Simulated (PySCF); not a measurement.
H2, singlet, at a GFN2-xTB geometry; MP2/3-21G run with PySCF.

The PySCF input:
```python
from pyscf import gto, scf, mp

mol = gto.Mole()
mol.atom = '''
    H    -0.000000   -0.000000   -0.388349
    H     0.000000    0.000000    0.388349
'''
mol.basis = '3-21g'
mol.charge = 0
mol.spin = 0
mol.verbose = 4
mol.build()

mf = scf.RHF(mol)
mf.kernel()

pt = mp.MP2(mf)
pt.kernel()
print('E(MP2) = %.10f' % pt.e_tot)
```

The log (banner, timings and long lists left out):

```
PySCF version 2.14.0

[INPUT] verbose = 4
[INPUT] num. atoms = 2
[INPUT] num. electrons = 2
[INPUT] charge = 0
[INPUT] spin (= nelec alpha-beta = 2S) = 0
[INPUT] symmetry False subgroup None
[INPUT] Mole.unit = angstrom
[INPUT] Symbol           X                Y                Z      unit          X                Y                Z       unit  Magmom
[INPUT]  1 H      0.000000000000   0.000000000000  -0.388349000000 AA    0.000000000000   0.000000000000  -0.733873250749 Bohr   0.0
[INPUT]  2 H      0.000000000000   0.000000000000   0.388349000000 AA    0.000000000000   0.000000000000   0.733873250749 Bohr   0.0

nuclear repulsion = 0.681316561803944
number of shells = 4
number of NR pGTOs = 6
number of NR cGTOs = 4
basis = 3-21g
ecp = {}

******** <class 'pyscf.scf.hf.RHF'> ********
method = RHF
initial guess = minao
damping factor = 0
level_shift factor = 0
DIIS = <class 'pyscf.scf.diis.CDIIS'>
diis_start_cycle = 1
diis_space = 8
diis_damp = 0
SCF conv_tol = 1e-09
SCF conv_tol_grad = None
SCF max_cycles = 50
direct_scf = True
direct_scf_tol = 1e-13
Set gradient conv threshold to 3.16228e-05
Initial guess from minao.
init E= -0.797593487805771
  HOMO = -0.532537259368719  LUMO = 0.19798283431121  gap/eV = 19.87846
cycle= 1 E= -1.12122723721418  delta_E= -0.324  |g|= 0.0377  |ddm|= 0.606
  HOMO = -0.586141874955601  LUMO = 0.249651495278725  gap/eV = 22.74310
cycle= 2 E= -1.12176046677333  delta_E= -0.000533  |g|= 0.00545  |ddm|= 0.0312
  HOMO = -0.581553457070628  LUMO = 0.253403125136111  gap/eV = 22.72033
cycle= 3 E= -1.12177189358577  delta_E= -1.14e-05  |g|= 2.25e-06  |ddm|= 0.00529
  HOMO = -0.581546747925442  LUMO = 0.253402855357956  gap/eV = 22.72014
cycle= 4 E= -1.12177189358737  delta_E= -1.6e-12  |g|= 9.39e-07  |ddm|= 1.27e-06
  HOMO = -0.581542052881228  LUMO = 0.253402568556545  gap/eV = 22.72000
Extra cycle  E= -1.12177189358771  delta_E= -3.32e-13  |g|= 1.36e-07  |ddm|= 7.79e-07
converged SCF energy = -1.12177189358771

******** <class 'pyscf.mp.mp2.RMP2'> ********
nocc = 1, nmo = 4
E(RMP2) = -1.13943421493581  E_corr = -0.0176623213481015
E(SCS-RMP2) = -1.14296667920543  E_corr = -0.0211947856177219
E_corr(same-spin) = 0
E_corr(oppo-spin) = -0.0176623213481015
E(MP2) = -1.1394342149
```
